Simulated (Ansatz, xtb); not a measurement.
# Isomers of B2O2 in order of energy

3 gas-phase structures of B2O2, found in a search over its isomers (lower ones may exist). Each was relaxed with GFN2-xTB; where two conformers were screened, the lower at r2SCAN-D4/def2-SVP is listed:

A. `O=BB=O`, a singlet
B. a singlet given by its coordinates
C. `O1B2OB12`, a singlet

B (Å):

```csv
atom,x (Å),y (Å),z (Å)
B,-0.4977,-0.5867,0.3469
B,-0.4867,0.7478,-1.8119
O,-0.5038,-1.2123,1.3637
O,-0.4911,0.0938,-0.7564
```

Close contacts (Å): B1–O3 1.19, B1–O4 1.30, B2–O4 1.24.

Q: Estimate their order in r2SCAN-D4/def2-SVP energy at these geometries, lowest first.

A: Calculated order at r2SCAN-D4/def2-SVP: A (0.0), B (36.2), C (59.8) kcal/mol.

Energies above the lowest of each column, in kcal/mol; the last columns are at PBE0-D3(BJ)/pcseg-1 geometries and were run for some of them only (a dash: not run or not comparable):

| structure | GFN2-xTB | HF/STO-3G | r2SCAN-D4/def2-SVP | PBE0-D3(BJ)/pcseg-1 | CCSD(T)/def2-TZVPP |
| --- | --- | --- | --- | --- | --- |
| A | 0.0 | 0.0 | 0.0 | 0.0 | 0.0 |
| B | 29.3 | 42.5 | 36.2 | 33.2 | 29.8 |
| C | 71.6 | 112.2 | 59.8 | – | – |

Every level run on A puts it lowest or level with the lowest. Flexible structures stand in one conformer each, not always the lowest. Frequencies (PBE0-D3(BJ)/pcseg-1) were run for A, B alone. Large T1 diagnostics make some coupled-cluster values less sure.

Programs: Ansatz 0.2.0, xtb 6.7.1.
